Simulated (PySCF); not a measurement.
C₃H₃ClF₂, SMILES [C@@]1(Cl)(F)C[C@H]1F. Geometry: PBE0-D3(BJ)/def2-SVP. The structure was generated by enumeration; whether it is a known compound was not checked.

Computed equilibrium geometry at PBE0-D3(BJ)/def2-SVP (PySCF confirms it by a frequency run) as Cartesian coordinates in Å:
```xyz
9

F      2.0320    -0.2564     0.8621
C      1.2059     0.0682    -0.1499
C      0.4592     1.3744    -0.0543
C     -0.2554     0.0793     0.1328
F     -0.6448    -0.2388     1.3729
Cl    -1.3769    -0.4876    -1.0865
H      1.5541    -0.2859    -1.1258
H      0.2893     1.9613    -0.9595
H      0.6207     1.9390     0.8688
```
